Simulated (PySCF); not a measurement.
NMR data simulated for an unnamed compound:

¹H NMR (400 MHz, computed): δ 7.65 (m, 2H), 7.63 (m, 2H), 7.54 (m, 1H), 4.14 (m, 1H), 4.01 (m, 1H), 2.19 (m, 2H), 2.18 (m, 2H).

¹³C{¹H} NMR (computed): δ 153.6 (C), 134.2 (CH), 132.4 (CH), 132.1 (CH), 52.6 (CH), 27.3 (CH2).

[PySCF: GFN2-xTB geometry; NMR shieldings at PBE0/pcSseg-1/GIAO; rapidly exchanging positions averaged; gas phase; a single conformation; non-relativistic]

Referencing at the same level of theory: ¹H, ¹³C against TMS.

Q: Which of these does the molecule contain: a non-aromatic C=C double bond, a tert-butyl group, a benzene ring, an aldehyde?

A: 
- A non-aromatic C=C double bond: no.
- A tert-butyl group: no.
- A benzene ring: yes.
- An aldehyde: no.

The data belong to SMILES c1ccc(C2CPC2)cc1, C9H11P; they needn't prove each group on their own.

Carbon signals by region: 4 in the sp2 and nitrile region (100–160 ppm), 1 at 50–100 ppm, 1 below 50 ppm.

Splittings by ³¹P in the carbon and heteronuclear signals aren't shown, as no couplings were computed. Shifts are as computed. Against solution values, carbons near 30 ppm lie about +3 ppm off and those near 130 ppm about +5 ppm. Of 1211 compounds with measured shifts, 218 miss one by over three times the rms of a fit or turn the order of signals round; such compounds aren't used in these exercises. No couplings were computed; multiplicities are counted from neighbouring protons, with m where these are inequivalent, close in shift, in a saturated or five-membered ring or joined by F or P, and br s for small geminal =CH2 splittings.
